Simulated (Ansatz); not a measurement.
Cost and result for the atomization energy of FH6NO2Si2, SMILES `O[SiH2]N[SiH](O)F` (12 atoms, 11 bonds).

Cartesian coordinates in Å:
```
O -0.694 -0.906 1.637
Si -0.918 0.659 1.206
N -0.310 0.843 -0.406
Si 0.396 -0.397 -1.337
O 1.468 -1.264 -0.446
F 1.132 0.324 -2.554
H 0.146 -1.313 1.404
H -0.207 1.606 2.108
H -2.375 0.916 1.295
H -0.382 1.750 -0.844
H -0.532 -1.398 -1.884
H 2.276 -0.820 -0.178
```

Total charge 0; spin multiplicity 1. All single points use the PBE0-D4/def2-TZVP geometry. It is one conformer, not always the lowest. Program: Ansatz. All runs use 2 threads of an AMD EPYC 7R13 on a shared host and a share of an NVIDIA H100 80 GB. Times are those of one run each, without the atoms' runs, and a repeat can differ threefold. Electronic energies, without spin–orbit coupling; frozen cores. CCSD(T)/CBS adds CCSD(T) − MP2 in def2-TZVPP to the MP2 limit, and its time is that of the two runs behind it. T1 = 0.011. B3LYP takes the VWN-RPA correlation (the form of Gaussian; ORCA's B3LYP/G).

CCSD(T)/CBS is a level of theory with its own doubt, some kJ/mol a heavy atom from the limit and from the frozen cores, so smaller differences don't rank the functionals.

```json
{"level": "PBE-D4/def2-TZVPP (with forces)", "functions": "292", "wall time": "2.7 s", "atomization (kJ/mol)": "4589.4", "difference from CCSD(T)/CBS": "-7.6", "per bond": "-0.7"}
{"level": "B2PLYP/def2-TZVPP", "functions": "292", "wall time": "3 s", "atomization (kJ/mol)": "4515.2", "difference from CCSD(T)/CBS": "-81.8", "per bond": "-7.4"}
{"level": "B3LYP-D4/def2-TZVPP (with forces)", "functions": "292", "wall time": "3.2 s", "atomization (kJ/mol)": "4550.3", "difference from CCSD(T)/CBS": "-46.7", "per bond": "-4.2"}
{"level": "PBE0-D4/def2-TZVPP", "functions": "292", "wall time": "3.5 s", "atomization (kJ/mol)": "4499.1", "difference from CCSD(T)/CBS": "-97.9", "per bond": "-8.9"}
{"level": "r2SCAN-D4/def2-TZVPP (with forces)", "functions": "292", "wall time": "3.7 s", "atomization (kJ/mol)": "4557.3", "difference from CCSD(T)/CBS": "-39.7", "per bond": "-3.6"}
{"level": "ωB97M-V/def2-TZVPP (with forces)", "functions": "292", "wall time": "4.2 s", "atomization (kJ/mol)": "4586.1", "difference from CCSD(T)/CBS": "-10.9", "per bond": "-1.0"}
{"level": "MP2/def2-QZVPP", "functions": "548", "wall time": "4.5 s", "atomization (kJ/mol)": "4646.3", "difference from CCSD(T)/CBS": "49.3", "per bond": "4.5"}
{"level": "ωB97X-V/def2-TZVPP", "functions": "292", "wall time": "4.8 s", "atomization (kJ/mol)": "4587.0", "difference from CCSD(T)/CBS": "-10.0", "per bond": "-0.9"}
{"level": "CCSD(T)/def2-TZVPP", "functions": "292", "wall time": "6.5 s", "atomization (kJ/mol)": "4444.8", "difference from CCSD(T)/CBS": "-152.2", "per bond": "-13.8"}
{"level": "CCSD(T)/CBS(def2)", "functions": "–", "wall time": "11 s", "atomization (kJ/mol)": "4597.0", "difference from CCSD(T)/CBS": "0.0", "per bond": "0.0"}
```

The D4 term adds +46.4 kJ/mol with B3LYP and +24.3 kJ/mol with PBE0; it sums over pairs of atoms, weighted by their polarisabilities, and B3LYP, whose exchange is more repulsive, gets the larger term. From PBE to PBE0 (25 % exact exchange), in def2-TZVPP and without D4, the atomization energy moves by −86.0 kJ/mol: exact exchange takes away binding that semilocal exchange gives to molecules. In def2-TZVPP, CCSD(T) changes the Hartree–Fock value by +1181.7 kJ/mol (the triples alone add +65.1 kJ/mol) and MP2 by +1290.6 kJ/mol; breaking electron pairs costs correlation energy, which Hartree–Fock lacks.
